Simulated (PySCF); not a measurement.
C2H8OSSi.
Z-matrix (Å and degrees, PBE0-D3(BJ)/def2-SVP geometry), rows numbered from 1:
```
C 
S   1  1.8046
C   2  1.7984  1   98.97
O   3  1.3973  2  111.91  1   -64.31
Si  4  1.6695  3  123.68  2  -171.26
H   1  1.0985  2  107.15  3   174.88
H   1  1.0987  2  110.08  3    56.45
H   1  1.1010  2  111.59  3   -66.01
H   3  1.1064  2  104.88  1   173.87
H   3  1.1070  2  109.06  1    58.43
H   5  1.4964  4  110.36  3    57.77
H   5  1.4970  4  110.90  3   -62.24
H   5  1.4860  4  106.41  3   177.87
```

The closed-shell ground state was solved at several levels (PySCF, density fitting, gas phase, non-relativistic).

| level | basis functions | HOMO (eV) | LUMO (eV) | gap (eV) | dipole (D) |
| --- | --- | --- | --- | --- | --- |
| BLYP/pcSseg-1 | 139 | -5.21 | -0.41 | 4.80 | 1.45 |
| CAM-B3LYP/pcSseg-1 | 139 | -7.93 | 1.34 | 9.27 | 1.63 |
| PBE0/aug-cc-pVDZ | 195 | -6.61 | -0.25 | 6.36 | 1.57 |
| PBE0/6-31G* | 94 | -6.47 | 0.50 | 6.97 | 1.71 |
| wB97X-D/pcSseg-1 | 139 | -8.50 | 2.11 | 10.61 | 1.71 |
| PBE0/def2-TZVP | 215 | -6.58 | 0.10 | 6.68 | 1.47 |
| B97-2/pcSseg-1 | 139 | -6.37 | 0.34 | 6.71 | 1.64 |
| PBE0/pcSseg-1 | 139 | -6.60 | 0.30 | 6.90 | 1.65 |
| PBE0/6-311+G(2d,p) | 199 | -6.60 | -0.18 | 6.42 | 1.55 |
| LC-wPBE/pcSseg-1 | 139 | -9.36 | 2.54 | 11.90 | 1.73 |
| PBE0/cc-pVTZ | 270 | -6.58 | 0.22 | 6.80 | 1.48 |
| KT3/pcSseg-1 | 139 | -5.47 | -0.57 | 4.90 | 1.49 |

(1) What might B97-D/pcSseg-1 (139 basis functions) give for the same quantities?

(2) Over all these levels, which gives the widest orbital gap and which the narrowest?

(3) How much does the basis alone move the frontier levels among the 6 PBE0 rows?

(4) In the pcSseg-1 basis, how does the gap go with the fixed share of exact exchange?

(5) How far do the dipole and the HOMO energy spread over the levels?

Answers

(1) HOMO -5.35 eV, LUMO -0.37 eV, gap 4.98 eV, dipole 1.52 D.

(2) LC-wPBE/pcSseg-1 (range-separated hybrid) has the widest, 11.90 eV, and BLYP/pcSseg-1 (GGA) the narrowest, 4.80 eV. The two share the basis. From the narrowest to the widest the HOMO moves by -4.15 eV and the LUMO by +2.95 eV.

(3) The HOMO by 0.14 eV and the LUMO by 0.75 eV. By rising basis size (HOMO, LUMO in eV): 6-31G* -6.47, 0.50; pcSseg-1 -6.60, 0.30; aug-cc-pVDZ -6.61, -0.25; 6-311+G(2d,p) -6.60, -0.18; def2-TZVP -6.58, 0.10; cc-pVTZ -6.58, 0.22.

(4) BLYP (0 %) 4.80 eV; KT3 (0 %) 4.90 eV; B97-D (0 %) 4.98 eV; B97-2 (21 %) 6.71 eV; PBE0 (25 %) 6.90 eV. Each rise in the share widens the gap here.

(5) The dipole runs from 1.45 to 1.73 D (mean 1.59 D) and the HOMO from -9.36 to -5.21 eV.

One conformer stands for the species.
